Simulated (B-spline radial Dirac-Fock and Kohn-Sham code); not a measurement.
**Compton profile of La⁵⁰⁺**

System: lanthanum as La⁵⁰⁺, [He] 2s2 2p3.

Input file task.json (cfg lists n, l and occupation; rrms is the nuclear radius in fm):

```json
{"items": [{
  "Z": 57,
  "q": 50,
  "cfg": [[1, 0, 2], [2, 0, 2], [2, 1, 3]],
  "A": 139,
  "rrms": 4.855,
  "do": ["scatter"],
  "s": [0.0, 0.04, 0.05, 0.07, 0.08, 0.11, 0.14, 0.18, 0.23, 0.29, 0.37, 0.48, 0.61, 0.78, 1.0, 1.28, 1.64, 2.1, 2.69, 3.44, 4.4, 5.64, 7.22],
  "pz": [0, 0.1, 0.2, 0.3, 0.4, 0.5, 0.6, 0.8, 1.0, 1.2, 1.4, 1.6, 1.8, 2.0, 2.5, 3.0, 4.0, 5.0, 7.0, 10.0, 15.0, 20.0, 30.0, 40.0, 60.0, 100.0],
  "hv_scatter": [1000, 2000, 5000, 10000, 17479.3, 30000, 200000, 1000000]
}]}
```

Run with: `python xray_run.py task.json out`

Model: the impulse approximation on configuration-average Dirac-Fock orbitals. Program: an atomic code on a B-spline grid. pz is in atomic units of momentum; subshell profiles are per electron, for a selection of subshells; open shells are spread over both j values by their weights.

| pz | J total | J 1s1/2 | J 2p1/2 | J 2p3/2 |
| --- | --- | --- | --- | --- |
| 0 | 0.1963 | 0.0140 | 0.0236 | 0.0249 |
| 0.8 | 0.1957 | 0.0140 | 0.0236 | 0.0249 |
| 1 | 0.1954 | 0.0140 | 0.0236 | 0.0249 |
| 1.2 | 0.1950 | 0.0139 | 0.0236 | 0.0249 |
| 1.4 | 0.1945 | 0.0139 | 0.0236 | 0.0249 |
| 1.6 | 0.1940 | 0.0139 | 0.0236 | 0.0249 |
| 1.8 | 0.1934 | 0.0139 | 0.0236 | 0.0249 |
| 2 | 0.1927 | 0.0139 | 0.0236 | 0.0249 |
| 2.5 | 0.1908 | 0.0139 | 0.0236 | 0.0248 |
| 3 | 0.1884 | 0.0139 | 0.0236 | 0.0248 |
| 4 | 0.1827 | 0.0138 | 0.0235 | 0.0248 |
| 5 | 0.1756 | 0.0137 | 0.0234 | 0.0246 |
| 7 | 0.1587 | 0.0134 | 0.0229 | 0.0240 |
| 10 | 0.1302 | 0.0128 | 0.0213 | 0.0221 |
| 15 | 0.08701 | 0.0116 | 0.0165 | 0.0165 |
| 20 | 0.05722 | 0.0101 | 0.0110 | 0.0106 |
| 30 | 0.02741 | 0.00709 | 0.00388 | 0.00339 |
| 40 | 0.01476 | 0.00463 | 0.00127 | 0.00101 |
| 60 | 0.004932 | 0.00183 | 0.000170 | 0.000112 |
| 100 | 0.0007982 | 0.000328 | 9.23e-06 | 4.22e-06 |

J(0) = 0.1963. The 2s1/2 subshell gives the largest part, 48 %.

Mean momentum ⟨p⟩ by subshell (a.u.): 1s1/2 54.0, 2s1/2 20.1, 2p1/2 26.6, 2p3/2 25.0.

Values without a named source are computed, but for edge energies of neutral atoms, which are taken from tables.
